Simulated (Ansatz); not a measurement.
All numbers were calculated with Ansatz.

Basis-set series for C$_{2}$H$_{7}$B$_{2}$F (`BC(B)CF`). The species carries charge 0 and has multiplicity 1. Geometry: relaxed with PBE0-D4/def2-TZVP. It is one conformer, not always the lowest.

```
functional       basis  functions  energy (Eh)  HOMO (eV)  LUMO (eV)
   PBE0-D4  def2-TZVPP        253   -229.74014      -9.06      -2.11
   PBE0-D4  def2-QZVPP        495   -229.75327      -9.08      -2.13
   ωB97M-V  def2-TZVPP        253   -229.90298     -11.38      -0.18
   ωB97M-V  def2-QZVPP        495   -229.91544     -11.39      -0.25
```

**Question.** Give the rows for def2-SVP. (An estimate is asked.)

**Answer.** The calculation gave: 
| functional | basis | functions | energy (Eh) | HOMO (eV) | LUMO (eV) |
| --- | --- | --- | --- | --- | --- |
| PBE0-D4 | def2-SVP | 105 | -229.47596 | -9.00 | -2.03 |
| ωB97M-V | def2-SVP | 105 | -229.62580 | -11.30 | 0.02 |
